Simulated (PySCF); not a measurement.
# One molecule, several mistakes: BH5NSi cation

All numbers below are calculated, not measured. The program is PySCF 2.14.0, an open-source quantum chemistry code, run on an isolated molecule that a program drew, which may never have been made. The molecule is BH5NSi cation (charge +1, singlet), drawn as the SMILES string `NB[SiH2+]`.

Each row is a Hartree-Fock (HF) and frozen-core CCSD(T) single point in the cc-pV(D+d)Z basis, meant for a local HF minimum. Run 1 is clean. Each other run has one planted mistake out of seven kinds, and not every kind appears here: one electron removed, one electron added, multiplicity raised by two, geometry at a saddle point, minimal basis STO-3G, one bond length entered in bohr, all coordinates scaled. The reference is restricted for singlets and unrestricted otherwise, and also for a bond in bohr. Adding or removing an electron swaps singlet and doublet. Electrons count all cores. HOMO and LUMO are orbital energies over both spins, the gradient is its largest component, and the lowest frequency (negative if imaginary) is given only where the gradient is small. Bond lengths are over the 7 bonds as drawn. T1 is the CCSD diagnostic: over 0.02 (restricted) or 0.045 (unrestricted) a single reference is doubtful.

Geometry of the clean run:
```xyz
8
BH5NSi cation, angstrom
N    -0.8146    1.7312   -0.6852
B    -1.1044    0.4058   -0.8319
Si   -2.0651   -0.5683    0.7178
H    -0.3490    2.2420   -1.4144
H    -1.0212    2.2996    0.1125
H    -0.8429   -0.2386   -1.7956
H    -2.4381   -1.9868    0.6654
H    -2.4501    0.0698    1.9853
```

```
run  electrons  basis functions  <S^2>  HOMO (eV)  LUMO (eV)  gradient (hartree/bohr)  lowest frequency (cm^-1)  mean bond (Å)  longest bond (Å)      T1  HF (hartree)  CCSD(T) (hartree)                 mistake
  1         30               76  0.000     -17.17      -5.94                  5.7e-06                        69         1.3663             2.067  0.0183    -370.73095         -371.11766                no fault
  2         29               76  0.791     -23.34     -14.96                  1.1e-01                         -         1.3663             2.067  0.0240    -370.14054         -370.50981    one electron removed
  3         31               76  0.769      -7.36       1.72                  2.9e-02                         -         1.3663             2.067  0.0154    -370.97461         -371.37428      one electron added
  4         30               76  0.000     -16.49      -5.90                  5.1e-02                         -         1.4783             2.237  0.0225    -370.69088         -371.08963  all coordinates scaled
  5         30               24  0.000     -16.10      -2.81                  4.1e-02                         -         1.3663             2.067  0.0239    -366.45162         -366.62469                       ?
  6         30               76  0.861     -15.85      -6.19                  1.4e-02                         -         1.5528             2.773  0.0471    -370.62046         -370.99477                       ?
```

**Which mistake was planted in run 5, and what did it cost?**

It has 24 basis functions where the clean run has 76, with the same electrons and geometry. So the mistake is: minimal basis STO-3G. Subtracting run 1 and multiplying by 627.51 kcal/mol a hartree, the energy moved by 2685.3 kcal/mol in HF and 2819.4 kcal/mol in CCSD(T).

**Which mistake was planted in run 6, and what did it cost?**

The mean bond changes by a factor of 1.137 and the longest by 1.342, so the molecule wasn't scaled as a whole. A length L in bohr read as angstrom grows by (1/0.5292 - 1) L = 0.890 L. The 7 bonds together grew by 7 x 0.1865 = 1.305 Å, which gives L = 1.467 Å. That is the length of one of the H-Si bonds, 1.468 Å in the clean geometry. So the mistake is: one bond length entered in bohr. Subtracting run 1 and multiplying by 627.51 kcal/mol a hartree, the energy moved by 69.3 kcal/mol in HF and 77.1 kcal/mol in CCSD(T).

Cautions from the logs. Run 4: T1 is over the limit, so its CCSD(T) energy is less reliable; run 5: T1 is over the limit, so its CCSD(T) energy is less reliable; run 6: T1 is over the limit, so its CCSD(T) energy is less reliable.
